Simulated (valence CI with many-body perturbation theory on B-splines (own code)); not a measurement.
From CI to CI+MBPT in Hf

Calculated by configuration interaction combined with many-body perturbation theory (CI+MBPT): four valence electrons over a frozen Dirac-Fock core [Xe] 4f14, radial functions for each j: 9 s, 9 p, 10 d, 8 f, 5 g, 3 h, 1 i, with the one-electron correlation potential Σ1 (screened to all orders), the two-electron term Σ2, the three-electron term Σ3, Breit, model QED; selected single and double excitations, second order for the rest, scaled by the run's own slope (own B-spline code, finite nucleus).

Set against measurement, 22 paired levels are off by 299 cm⁻¹ on average, the worst by 855. These come from a selection out of the NIST Handbook of Basic Atomic Spectroscopic Data. Levels without a partner in it may be off by more, other configurations by 1,000 to 4,000 cm⁻¹. Among the levels kept, up to 500 cm⁻¹ of a level comes from second order outside the variational space, and about a tenth of that is noise between levels of different J, which matters for small intervals.

Each rung adds one term. CI alone is the Dirac-Coulomb CI over the frozen core; QED comes last and gives the full result, which names the levels. Energies are above 5d2 6s2 3F_2 on the same rung, in cm⁻¹. A blank means that the level has no clear partner on that rung.

Names give the largest LS component (configuration and term), which can be under half, so a name can repeat, a term be missing and a line seem to break the LS rules; names also repeat where a configuration has a term twice.

```
          Level  CI alone     Σ1     Σ2    Σ3  Breit   QED   Full
   5d2 6s2 3F_3      1695   +562    +89  -6.2    -45   +11   2305
   5d2 6s2 3F_4      3364  +1017   +190   -11    -82   +19   4496
   5d2 6s2 3P_0      5494   +420   -436   +52    -24  +5.5   5512
   5d2 6s2 1D_2      4805   +816    +47   +52    -44  +7.2   5683
   5d2 6s2 3P_1      6354   +652   -507   +61    -51  +6.2   6515
   5d2 6s2 3P_2      7786  +1264    -86   +52    -98   +18   8936
   5d2 6s2 1G_4      9355  +1199   +134   -12    -66   +15  10625
5d 6s2 6p 3F°_2      4354  +3193  +3172  +120    +93   +41  10972
    5d3 6s 5F_1     16908   -950  -2904   +75    -96   -97  12936
    5d3 6s 5F_2     17465   -848  -2914   +74   -111   -95  13572
5d 6s2 6p 3D°_1      8155  +3346  +2783   +57    +77   +40  14458
    5d3 6s 5F_3     18237   -687  -2921   +72   -129   -91  14481
5d 6s2 6p 1D°_2      7880  +3791  +2921  +129    +41   +32  14796
5d 6s2 6p 3F°_3      8218  +3617  +2851  +110    +38   +28  14862
    5d3 6s 5F_4     19127   -505  -2893   +68   -151   -87  15559
5d 6s2 6p 3D°_2      9899  +3763  +2738   +64    +35   +40  16537
    5d3 6s 5F_5     20054   -333  -2841   +60   -170   -83  16686
5d2 6s 6p 5G°_2     14644  +1728  +1412   +49   +8.3   -34  17807
5d 6s2 6p 3F°_4     11455  +4196  +2667  +125   -8.5   +32  18466
5d 6s2 6p 3P°_1     12462  +3793  +2320   -39    +51   +44  18630
5d 6s2 6p 3D°_3                           +55   -3.1  -2.6  18633
5d 6s2 6p 3P°_0     12560  +3821  +2313   -21    +52   +49  18774
5d2 6s 6p 5G°_3                           +65   -1.6  +5.4  19148
    5d3 6s 5P_1     21889   +267  -2238  +101   -114   -86  19820
    5d3 6s 5P_2     21858   +286  -2050   +89   -112   -85  19985
5d 6s2 6p 3P°_2     13538  +4207  +2372   -23   +2.0   +43  20139
5d2 6s 6p 5G°_4     17104  +2249  +1336   +66    -45   -37  20672
   5d2 6s2 1S_0     15993  +2773  +2173   -46    -26   +41  20908
    5d3 6s 5P_3     22993   +485  -2157   +92   -143   -81  21189
5d2 6s 6p 5F°_1     19842  +1576    +75   -39    -14   -63  21376
    5d3 6s 3G_3     24634   -296  -2250  -1.8   -125   -96  21866
```

The middle columns are the shifts that each term adds.

(1) How does the ionisation energy move along the ladder, and which term matters most?

## Answers

(1) CI alone 6.2312, + Σ1 6.8477, + Σ2 6.8960, + Σ3 6.8791, + Breit 6.8846, + QED 6.8932 eV. The largest step is Σ1, 0.6165 eV. NIST lists 6.82507 eV (measured), further off than its uncertainty and the later steps.
